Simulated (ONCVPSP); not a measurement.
## osmium: one change to an ONCV potential, before and after

osmium (Os), optimised norm-conserving Vanderbilt (ONCV), made with ONCVPSP 4.0.1 (PBE, fully relativistic). Core [Kr] 4d10 4f14, reference 5s2 5p6 5d7 6s1. Waves: 5s+6s: rc 1.60 bohr, ncon 4, nbas 7, qcut 5.7 1/bohr, 2 projectors; 5p: rc 1.50 bohr, ncon 4, nbas 7, qcut 8.5 1/bohr, 2 projectors, debl 3.3 Ha; 5d: rc 1.60 bohr, ncon 4, nbas 7, qcut 5 1/bohr, 2 projectors, debl 0.9 Ha. Local part: polynomial inside 1.25 bohr (lpopt 5, dvloc0 4 Ha). Core correction: Teter function, fcfact 3.25, rcfact 1.6.

Open shells are filled in proportion to 2j + 1.

Change: d: qcut 4.3.

Cutoffs: the cutoffs (Ha) at which the residual kinetic energy of the hardest occupied pseudo-wave falls to 1 and 0.1 mHa per electron; they do not see the model core or the augmentation charge, which bear on the density cutoff. Errors are all-electron minus pseudo energies relative to the spin-unpolarised reference configuration.

Task: What does the change do?

Result: The potential gets harder (28 Ha and 60 Ha → 52 Ha and 65 Ha); a bound ghost appears in d, which as a rule spoils a file; the errors of the 4 common tests hardly move.

| quantity | base | changed |
| --- | --- | --- |
| cutoff, loose | 28 Ha | 52 Ha |
| cutoff, tight | 60 Ha | 65 Ha |
| loose cutoff by channel | s 17 Ha, p 27 Ha, d 28 Ha | s 17 Ha, p 27 Ha, d 52 Ha |
| bound ghosts | none | d5/2, d3/2 |
| GHOST(+) flags under 300 eV | none | none |
| error for 5s2 5p6 5d6 6s2, meV [ΔE -0.31 eV] | -9.4 | -9.5 |
| error for 5s2 5p6 5d6 6s1, meV [ΔE 9.28 eV] | -2.3 | -2.3 |
| error for 5s2 5p6 5d6 6s0, meV [ΔE 26.20 eV] | -2.8 | -2.7 |
| error for 5s2 5p6 5d6 6s1.5, meV [ΔE 3.61 eV] | -5.4 | -5.4 |
| s: phases at 1.63 bohr within 0.05 rad from the reference energy up to (Ha; the scan ends near 5) | to the end of the scan | to the end of the scan |
| p3/2: phases at 1.52 bohr within 0.05 rad from the reference energy up to (Ha; the scan ends near 5) | to the end of the scan | to the end of the scan |
| p1/2: phases at 1.52 bohr within 0.05 rad from the reference energy up to (Ha; the scan ends near 5) | to the end of the scan | to the end of the scan |
| d5/2: phases at 1.63 bohr within 0.05 rad from the reference energy up to (Ha; the scan ends near 5) | to the end of the scan | to the end of the scan |
| d3/2: phases at 1.63 bohr within 0.05 rad from the reference energy up to (Ha; the scan ends near 5) | to the end of the scan | to the end of the scan |
| rms error of d²Exc/dni dnj with the model core, mHa | 2.46 | 2.46 |

 A true bound ghost makes a file unfit for plane-wave use even where its test errors are small: the radial tests pick states by their node count and pass the ghost by.
